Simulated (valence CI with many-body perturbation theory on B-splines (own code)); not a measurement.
**Level structure of Dy⁵³⁺**

Calculated by relativistic CI+MBPT: three valence electrons over a frozen Dirac-Fock core [Ne], a basis of 11 s, 11 p, 10 d, 8 f, 5 g, 2 h functions for each j, with the one-electron correlation potential Σ1, the two-electron term Σ2, the three-electron term Σ3, Breit, model QED; selected CI, second order for the rest, scaled by the run's own slope (own B-spline code, finite nucleus).

No measured spectrum was set against this ion. As an estimate, large intervals hold to a few tenths of a per cent, small ones and those within an open d or f shell to about a per cent.

Levels 91 to 135 of 157, with energies above the lowest level, (3s^2 3p1/2) J=1/2. "Leading %" is the weight of the configuration and term that name the level; weights of strongly mixed levels are sums over their largest components and can fall short. In the jj column 3d3/2^4 stands for four electrons in 3d with j = 3/2. Lifetimes count E1, E2, E3, M1 and M2 decay at the calculated energies, and are blank where another channel may lead or the interval is too uncertain; long ones can be off by a factor of two.

```tsv
No.	Configuration	Term	J	E (eV)	Leading %	Leading jj	Lifetime	g
91	3p.3d2	2P°	3/2	1149.7	29	3p1/2 3d3/2 3d5/2 (97 %)	801 fs	1.352
92	3p2.3d	2P	1/2	1157.5	48	3p3/2^2 3d5/2 (92 %)	584 fs	1.347
93	3p2.3d	2D	5/2	1170.2	77	3p3/2^2 3d5/2 (99 %)	693 fs	1.199
94	3p.3d2	2F°	7/2	1174.7	33	3p1/2 3d5/2^2 (94 %)	2.70 ps	1.189
95	3p.3d2	4G°	9/2	1177.3	30	3p1/2 3d5/2^2 (96 %)	4.10 ps	1.107
96	3p2.3d	2P	3/2	1182.4	44	3p3/2^2 3d5/2 (93 %)	541 fs	1.183
97	3p.3d2	2P°	3/2	1183.5	29	3p1/2 3d5/2^2 (98 %)	2.50 ps	1.341
98	3p2.3d	2D	5/2	1184.3	52	3p3/2^2 3d5/2 (92 %)	559 fs	1.146
99	3p.3d2	2F°	5/2	1184.9	39	3p1/2 3d5/2^2 (97 %)	3.10 ps	1.097
100	3p.3d2	2P°	1/2	1209.4	74	3p1/2 3d5/2^2 (95 %)	2.20 ps	0.653
101	3p.3d2	4F°	3/2	1285.5	32	3p3/2 3d3/2^2 (98 %)	464 fs	0.866
102	3p.3d2	4F°	5/2	1291.5	39	3p3/2 3d3/2^2 (91 %)	490 fs	0.984
103	3p.3d2	4D°	1/2	1293.0	75	3p3/2 3d3/2^2 (98 %)	456 fs	0.223
104	3p.3d2	2G°	7/2	1293.6	32	3p3/2 3d3/2^2 (92 %)	510 fs	1.060
105	3p.3d2	4D°	3/2	1313.2	25	3p3/2 3d3/2^2 (83 %)	465 fs	1.399
106	3p.3d2	4G°	9/2	1319.4	53	3p3/2 3d3/2 3d5/2 (98 %)	771 fs	1.177
107	3p.3d2	2F°	7/2	1323.7	33	3p3/2 3d3/2 3d5/2 (98 %)	715 fs	1.188
108	3p.3d2	4G°	11/2	1330.2	58	3p3/2 3d3/2 3d5/2 (85 %)	973 fs	1.186
109	3p.3d2	4P°	5/2	1333.7	43	3p3/2 3d3/2 3d5/2 (98 %)	698 fs	1.418
110	3p.3d2	2S°	1/2	1334.9	46	3p3/2 3d3/2 3d5/2 (98 %)	629 fs	1.769
111	3p.3d2	4D°	3/2	1336.8	42	3p3/2 3d3/2 3d5/2 (93 %)	602 fs	1.223
112	3p.3d2	2F°	5/2	1337.0	48	3p3/2 3d3/2 3d5/2 (98 %)	639 fs	1.054
113	3p.3d2	4D°	7/2	1340.6	36	3p3/2 3d3/2 3d5/2 (96 %)	724 fs	1.157
114	3p.3d2	2G°	7/2	1351.0	38	3p3/2 3d3/2 3d5/2 (85 %)	649 fs	1.125
115	3p.3d2	2D°	5/2	1354.6	58	3p3/2 3d3/2 3d5/2 (84 %)	617 fs	1.197
116	3p.3d2	2P°	3/2	1356.7	41	3p3/2 3d3/2 3d5/2 (92 %)	588 fs	1.094
117	3p.3d2	2G°	9/2	1357.6	76	3p3/2 3d3/2 3d5/2 (93 %)	704 fs	1.065
118	3p.3d2	2D°	3/2	1366.8	55	3p3/2 3d3/2 3d5/2 (90 %)	572 fs	1.127
119	3p.3d2	2D°	5/2	1368.2	43	3p3/2 3d3/2 3d5/2 (78 %)	678 fs	1.062
120	3p.3d2	2H°	11/2	1369.6	58	3p3/2 3d5/2^2 (85 %)	1.44 ps	1.158
121	3p.3d2	2P°	1/2	1373.6	78	3p3/2 3d3/2 3d5/2 (81 %)	592 fs	0.736
122	3p.3d2	2F°	7/2	1379.9	51	3p3/2 3d5/2^2 (92 %)	1.19 ps	1.209
123	3p.3d2	2F°	5/2	1380.3	46	3p3/2 3d5/2^2 (70 %)	907 fs	1.112
124	3p.3d2	4F°	9/2	1382.2	51	3p3/2 3d5/2^2 (93 %)	1.03 ps	1.210
125	3p.3d2	2P°	1/2	1398.2	77	3p3/2 3d5/2^2 (82 %)	841 fs	0.800
126	3p.3d2	2F°	7/2	1410.0	55	3p3/2 3d5/2^2 (93 %)	863 fs	1.125
127	3p.3d2	2P°	3/2	1411.5	73	3p3/2 3d5/2^2 (98 %)	1.05 ps	1.289
128	3p.3d2	2D°	5/2	1412.4	63	3p3/2 3d5/2^2 (96 %)	880 fs	1.156
129	3p.3d2	2P°	3/2	1427.2	55	3p3/2 3d5/2^2 (91 %)	753 fs	1.236
130	3d3	4F	3/2	1481.7	51	3d3/2^3 (96 %)	464 fs	0.675
131	3d3	4F	5/2	1520.5	85	3d3/2^2 3d5/2 (98 %)	630 fs	1.046
132	3d3	4P	3/2	1527.8	40	3d3/2^2 3d5/2 (97 %)	595 fs	1.202
133	3d3	2H	9/2	1529.2	44	3d3/2^2 3d5/2 (99 %)	729 fs	1.042
134	3d3	2G	7/2	1529.4	47	3d3/2^2 3d5/2 (94 %)	680 fs	1.048
135	3d3	4P	1/2	1533.1	60	3d3/2^2 3d5/2 (99 %)	586 fs	1.862
```
